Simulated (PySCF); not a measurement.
`O=COC(=O)/C=C/Br`, C4H3BrO3

Geometry:
```csv
atom,x (Å),y (Å),z (Å)
O1,3.014,-0.434,0.711
C2,2.528,-0.182,-0.337
O3,1.218,0.003,-0.630
C4,0.212,-0.083,0.318
O5,0.382,-0.325,1.473
C6,-1.080,0.172,-0.339
C7,-2.201,0.142,0.377
Br8,-3.888,0.449,-0.352
H9,3.080,-0.052,-1.284
H10,-1.061,0.377,-1.398
H11,-2.199,-0.065,1.437
```

Theory: GIAO HF/pcSseg-1 magnetisability, rotational g tensor and spin-rotation constants, non-relativistic, gas phase (PySCF). Geometry: GFN2-xTB.

The calculation is non-relativistic, which matters for the atoms heavier than Zn.

(1) Give the nuclear spin-rotation constants along the inertial axes (H = +C I·J) beside the isotropic shieldings.

(2) How do the rotational constants and the g tensor change when H9, H10, H11 are replaced by deuterium?

## Answers

(1) Rotational constants 8.2765, 0.4095, 0.3902 GHz. A star marks the isotopologue with that one atom substituted, in its own axes.
| atom | isotope | Caa (kHz) | Cbb (kHz) | Ccc (kHz) | mean (kHz) | σ (ppm) |
| --- | --- | --- | --- | --- | --- | --- |
| Br8 | 79Br | 4.897 | 0.783 | 0.580 | 2.087 | 2251.5 |
| H9 | 1H | -0.455 | 0.015 | -0.034 | -0.158 | 24.3 |
| H10 | 1H | -0.803 | 0.037 | -0.049 | -0.271 | 25.7 |
| H11 | 1H | -0.795 | 0.043 | -0.042 | -0.265 | 23.8 |
| O1 | 17O* | -6.091 | -0.237 | -0.020 | -2.116 | -159.4 |
| C2 | 13C* | 4.096 | 0.117 | 0.094 | 1.436 | 33.6 |
| O3 | 17O* | -1.851 | -0.164 | -0.064 | -0.693 | 74.0 |
| C4 | 13C* | 4.228 | 0.123 | 0.096 | 1.482 | 27.1 |
| O5 | 17O* | -4.419 | -0.276 | -0.015 | -1.570 | -114.3 |
| C6 | 13C* | 2.967 | 0.162 | 0.064 | 1.064 | 60.4 |
| C7 | 13C* | 3.733 | 0.186 | 0.053 | 1.324 | 32.5 |

For the geometry as given, no vibrational averaging.

(2) Constants 7.3820, 0.4033, 0.3824 GHz; g -0.1107, -0.0092, -0.0048, against -0.1232, -0.0094, -0.0049 before.
